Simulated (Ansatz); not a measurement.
Reactions of CH$_{4}$FNOSi, SMILES `C=N[SiH](O)F`.

Program: Ansatz. Geometries: PBE0-D4/def2-TZVP. ΔE: electronic, gas phase. CCSD(T)/CBS adds triple-zeta CCSD(T) − MP2 to the extrapolated MP2 energy (def2 sets, frozen cores). This one scheme is used for every species. Elements past krypton have def2 core potentials. For Ge, Te outer-core shells are correlated without core-valence functions, which leaves a few kJ/mol of doubt a bond. Scalar relativity is left out up to krypton. Each species was taken in one conformer, which may not be the lowest.

Question: Order these by ΔE at CCSD(T)/CBS, lowest first. (An estimate is asked.)
A. `C=N[SiH](O)F` + `CC#CS` → `O[SiH](F)S` + `C=NC#CC`
B. `C=N[SiH](O)F` + `O[SiH](F)CS` → `O[Si@H](F)[Si@H](O)F` + `C=NCS`
C. `C=N[SiH](O)F` + `[OH][GeH3]` → `O[SiH](F)[O][GeH3]` + `C=N`
D. `C=N[SiH](O)F` + `[GeH3][O]C[TeH]` → `O[SiH](F)[O][GeH3]` + `C=NC[TeH]`

Answer: D (-1.37 eV), C (-0.92 eV), A (-0.06 eV), B (+1.47 eV).

Largest T1 diagnostic: 0.013, for `C=NC#CC`.
